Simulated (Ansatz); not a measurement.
Gas-phase electronic energies from Ansatz, PBE0-D4/def2-TZVP geometries. CCSD(T)/CBS adds triple-zeta CCSD(T) − MP2 to the extrapolated MP2 energy (def2 sets, frozen cores). Functionals use def2-TZVPP. B3LYP here is the variant with VWN-RPA as its local correlation; programs differ in this. HSE06 is defined as in plane-wave codes. Elements past krypton have def2 core potentials. For Ti, W outer-core shells are correlated without core-valence functions, which leaves a few kJ/mol of doubt a bond. Scalar relativity is left out up to krypton. Each species was taken in one conformer, which may not be the lowest.

Consider the redistribution: `[OH][Ti]([OH])([OH])[Cl]` + `[OH][W]([F])(=[S])=[S]` → `[OH][Ti]([OH])([OH])[F]` + `[OH][W](=[S])(=[S])[Cl]`.

```tsv
level	ΔE (kJ/mol)	difference from CCSD(T)/CBS
LDA (SPW92)	-20.0	2.7
PBE-D4	-19.8	2.9
revPBE-D4	-20.0	2.7
BLYP-D4	-18.3	4.4
r2SCAN-D4	-16.3	6.4
B97M-V	-12.4	10.3
PBE0-D4	-21.0	1.7
B3LYP-D4	-19.3	3.4
r2SCANh-D4	-17.3	5.4
r2SCAN0-D4	-18.8	3.9
HSE06-D4	-21.2	1.5
BHLYP-D4	-20.9	1.8
CAM-B3LYP-D4	-17.6	5.1
ωB97X-V	-17.1	5.6
ωB97M-V	-18.4	4.3
B2PLYP	-22.8	-0.1
PBE	-18.6	4.1
revPBE	-18.1	4.6
BLYP	-15.9	6.8
r2SCAN	-16.1	6.6
B3LYP	-17.2	5.5
r2SCAN0	-18.5	4.2
HSE06	-20.1	2.6
BHLYP	-18.2	4.5
CAM-B3LYP	-16.3	6.4
LC-ωPBE	-16.9	5.8
RPA@PBE/def2-TZVPP	-22.6	0.1
HF/def2-SVP	-20.6	2.1
MP2/def2-SVP	-43.1	-20.4
CCSD/def2-SVP	-32.4	-9.7
CCSD(T)/def2-SVP	-29.1	-6.4
HF/def2-TZVPP	-16.5	6.2
MP2/def2-TZVPP	-39.2	-16.5
SCS-MP2/def2-TZVPP	-34.6	-11.9
CCSD/def2-TZVPP	-25.4	-2.7
CCSD(T)/def2-TZVPP	-24.3	-1.6
MP2/def2-QZVPP	-38.2	-15.5
SCS-MP2/def2-QZVPP	-33.7	-11.0
HF/CBS(def2)	-16.4	6.3
CCSD/CBS(def2)	-23.8	-1.1
CCSD(T)/CBS	-22.7	0
```

Largest T1 diagnostic among the species: 0.024, so the coupled-cluster value is less sure than usual.

In def2-TZVPP, CCSD(T) changes the Hartree–Fock value by −7.8 kJ/mol (the triples alone add +1.1 kJ/mol) and MP2 by −22.7 kJ/mol. At CCSD(T), def2-SVP lies −6.4 kJ/mol from the extrapolated value and def2-TZVPP −1.6 kJ/mol.
